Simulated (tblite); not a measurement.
C6H12GeOSi.
SMILES with atom numbers: `[CH:1]#[C:2][CH2:3][C@@H:4]1[SiH2:5][GeH2:6][C@@H:7]1[O:8][CH3:9]` (hydrogens: H10 on C1; H11, H12 on C3; H13 on C4; H14, H15 on Si5; H16, H17 on Ge6; H18 on C7; H19, H20, H21 on C9)

Computed with GFN2-xTB (tblite), gas phase: L-BFGS steps from a force-field or distance-geometry start until the largest atomic force falls under 0.01 eV/Å.

At the end of the run (lengths in Å): Ge6–C7 2.027, Si5–Ge6 2.359, Ge6–H17 1.518, C4–C7 1.541, Si5–H14 1.466, C1–H10 1.049, C3–C4 1.528, C3–C4–Si5 118.7°, Si5–C4–C7 100.3°, C4–C7–O8 107.5°, C4–C7–Ge6 97.5°, C2–C3–C4–Si5 -178°, C3–C4–Si5–Ge6 -149°, C4–Si5–Ge6–C7 19°, H18–C7–O8–C9 -43°, H16–Ge6–C7–O8 -153°.

**Question.** These geometries were met on the way; a selection of coordinates is given. Order them by energy above the end point, lowest first.
A. Ge6–C7 2.038, Si5–Ge6 2.299, Ge6–H17 1.522, C4–C7 1.536, Si5–H14 1.468, C1–H10 1.052, C3–C4 1.518, C3–C4–Si5 112.6°, Si5–C4–C7 95.2°, C4–C7–O8 106.1°, C4–C7–Ge6 90.4°, C2–C3–C4–Si5 -175°, C3–C4–Si5–Ge6 -168°, C4–Si5–Ge6–C7 31°, H18–C7–O8–C9 -13°, H16–Ge6–C7–O8 -178°
B. Ge6–C7 2.017, Si5–Ge6 2.314, Ge6–H17 1.454, C4–C7 1.554, Si5–H14 1.425, C1–H10 1.029, C3–C4 1.508, C3–C4–Si5 113.1°, Si5–C4–C7 92.5°, C4–C7–O8 108.0°, C4–C7–Ge6 90.4°, C2–C3–C4–Si5 -177°, C3–C4–Si5–Ge6 -168°, C4–Si5–Ge6–C7 34°, H18–C7–O8–C9 -8°, H16–Ge6–C7–O8 179°
C. Ge6–C7 2.050, Si5–Ge6 2.370, Ge6–H17 1.542, C4–C7 1.538, Si5–H14 1.469, C1–H10 1.051, C3–C4 1.529, C3–C4–Si5 113.1°, Si5–C4–C7 98.2°, C4–C7–O8 106.6°, C4–C7–Ge6 92.4°, C2–C3–C4–Si5 -172°, C3–C4–Si5–Ge6 -165°, C4–Si5–Ge6–C7 28°, H18–C7–O8–C9 -15°, H16–Ge6–C7–O8 -176°
D. Ge6–C7 2.039, Si5–Ge6 2.367, Ge6–H17 1.513, C4–C7 1.544, Si5–H14 1.463, C1–H10 1.052, C3–C4 1.530, C3–C4–Si5 117.1°, Si5–C4–C7 97.4°, C4–C7–O8 106.8°, C4–C7–Ge6 93.9°, C2–C3–C4–Si5 -174°, C3–C4–Si5–Ge6 -162°, C4–Si5–Ge6–C7 27°, H18–C7–O8–C9 -18°, H16–Ge6–C7–O8 -172°
E. Ge6–C7 1.941, Si5–Ge6 2.285, Ge6–H17 1.535, C4–C7 1.493, Si5–H14 1.460, C1–H10 1.082, C3–C4 1.500, C3–C4–Si5 105.9°, Si5–C4–C7 88.1°, C4–C7–O8 116.5°, C4–C7–Ge6 88.7°, C2–C3–C4–Si5 180°, C3–C4–Si5–Ge6 -167°, C4–Si5–Ge6–C7 39°, H18–C7–O8–C9 0°, H16–Ge6–C7–O8 180°

**Answer.** D (0.172 eV), C (0.294 eV), A (0.476 eV), B (0.780 eV), E (1.480 eV).

| step | E above end (eV) | rms distance from the end, all atoms (Å) | largest force (eV/Å) | rms shift of all bonds from the end (Å) |
| --- | --- | --- | --- | --- |
| 18 | 0.172 | 0.397 | 0.266 | 0.005 |
| 9 | 0.294 | 0.442 | 0.565 | 0.009 |
| 6 | 0.476 | 0.465 | 0.688 | 0.015 |
| 3 | 0.780 | 0.482 | 1.169 | 0.024 |
| 0 | 1.480 | 0.497 | 3.034 | 0.031 |

Rows stand in the order of the answer.
